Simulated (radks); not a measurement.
Task: Valence configurations of Mn+ (all share [Ar]). All-electron calculation, non-relativistic Kohn-Sham, PBE, spin-polarised, spherical densities, point nucleus; open shells are filled with parallel spins first. Program: a radial shooting solver on a logarithmic mesh with Libxc functionals. Order these by energy: 3d6; 3d4 4p2; 3d5 4s0.5 4p0.5; 3d4.5 4s1.5; 3d4 4s2; 3d5 4p1; 3d5 4s1; 3d4.5 4s1 4p0.5; 3d3 4s1 4p2; 3d4 4s1 4p1.

Result: From the lowest, in eV above it: 3d5 4s1 0.000; 3d6 1.499; 3d5 4s0.5 4p0.5 2.394; 3d4.5 4s1.5 3.570; 3d5 4p1 4.808; 3d4.5 4s1 4p0.5 4.993; 3d4 4s2 7.780; 3d4 4s1 4p1 11.168; 3d4 4p2 16.574; 3d3 4s1 4p2 27.420. NIST lists [Ar] 3d5 4s1 as the ground configuration; this level of theory agrees among the configurations tried. The energies are those of spherical high-spin densities, not of single terms.
